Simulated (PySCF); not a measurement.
# Adiabatic ionisation energy: calculation against experiment

These are calculated values, ωB97X-D3(BJ)/ma-def2-TZVP in PySCF (grid level 2) at geometries from PBE0-D3(BJ)/ma-def2-SVP. The prefix ma- adds one diffuse s and one diffuse p function on all atoms but H. Zero-point energies come from unscaled PBE0-D3(BJ)/ma-def2-SVP harmonic frequencies.

```csv
molecule,computed / eV,measured / eV,difference
"selenophene, c1cc[se]c1 (C4H4Se)",8.69,8.87,-0.18
"[PH2] (PH2•, doublet)",9.89,9.83,0.06
O=C=S (COS),11.20,11.18,0.02
"carbon monosulfide, [C-]#[S+] (CS)",11.55,11.33,0.22
FCCl (CH2ClF),11.62,11.74,-0.12
"hydrogen cyanide, C#N (CHN)",13.45,13.60,-0.15
```

Measured values: NIST Chemistry WebBook, evaluated or the median of agreeing entries. Mean signed difference -0.02 eV, mean absolute 0.12 eV, over these rows.

Notes. bromocyclopropane: C3 and C4 are equivalent in the parent, but the relaxed radical cation is symmetry-broken (Cs to C1), which is often an artefact of the method; its spin populations, distances and adiabatic value belong to that structure.

Question: What do calculation and experiment give for bromocyclopropane, `BrC1CC1` (C3H5Br)?

Answer: Computed 9.52 eV, measured 9.56 eV.
